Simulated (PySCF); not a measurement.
# AlTl: from constants to spectrum

UHF-CCSD(T) constants of AlTl, ³Π (triplet), unpaired electrons σ ↑, π ↑ (basis Al cc-pV(D+d)Z, Tl cc-pVDZ-PP with ECP60; scalar-relativistic core potentials; PySCF 2.14; masses 26.9815 and 204.9744 u):

* ωe: 182.7 cm⁻¹
* ωexe: 0.696 cm⁻¹
* Be: 0.081455 cm⁻¹
* αe: 0.000481 cm⁻¹
* D (centrifugal): 6.47e-08 cm⁻¹
* De to Al + Tl: 1.08 eV

Give the vibrational terms G(v) and spacings up to v = 3.

G(v) = ωe(v+½) − ωexe(v+½)².

```tsv
v	G(v) (cm⁻¹)	G(v) − G(v−1)	Bv (cm⁻¹)
0	91		0.08121
1	272	181	0.08073
2	452	180	0.08025
3	631	179	0.07977
```

How well does the Morse estimate ωe²/(4ωexe) reproduce De, and what is D0?

It gives 1.49 eV, 138 % of the computed De. D0 = De − G(0) = 1.08 − 0.01 = 1.07 eV.

Correlated steps freeze 9 core orbitals. Correlated levels converge slowly with the basis: in double zeta they bind strong bonds too weakly, by up to about 1 eV, and carry superposition errors of some tenths. These are scalar-relativistic numbers at best; spin–orbit coupling would shift them, the dissociation energy most. The state is the lowest determinant that a PBE0 search found; another state may lie lower at other levels.
